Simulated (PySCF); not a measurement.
**Worked example: chemical shift, span and skew from a shielding tensor**

FH7OSi3, SMILES O[Si@@H](F)[SiH2][SiH3]. Atoms are numbered in the order given.

```xyz
12

O     -1.0467     1.5448    -0.5045
Si    -1.3401     0.2209     0.4520
F     -2.1408    -0.9094    -0.4108
Si     0.7955    -0.5799     0.9568
Si     2.1401    -0.0117    -0.8808
H     -1.7953     2.0891    -0.7789
H     -2.2467     0.5643     1.5876
H      1.3107     0.0765     2.2007
H      0.7562    -2.0590     1.1784
H      2.2819     1.4728    -0.9465
H      3.4991    -0.6246    -0.7630
H      1.4990    -0.5030    -2.1373
```

Coordinates come from a r2SCAN-D4/def2-SVP optimisation. The structure was generated by enumeration; whether it is a known compound was not checked. One conformer was computed; it need not be the lowest.

GIAO shieldings from PBE/pcSseg-1 (PySCF), non-relativistic, no solvent. The symmetric part of the tensor of Si5 has the principal values 443.0, 445.5, 450.8 ppm. The same nucleus in TMS has σ = 335.4 ppm at this level (PySCF, at its B3LYP-D3(BJ)/def2-TZVP geometry).

Q: Work out the isotropic shielding, the ²⁹Si shift against TMS, the span and the skew.

A: 
σ(iso) = (σ11 + σ22 + σ33)/3 = 446.4 ppm. δ = σ(ref) − σ(iso) = 335.4 − (446.4) = -111.0 ppm.
Span Ω = σ33 − σ11 = 7.8 ppm. Skew κ = 3(σ(iso) − σ22)/Ω = 0.36. Tumbling in solution averages the tensor to δ; in a static solid the shielding alone would spread this spin-1/2 line over Ω.
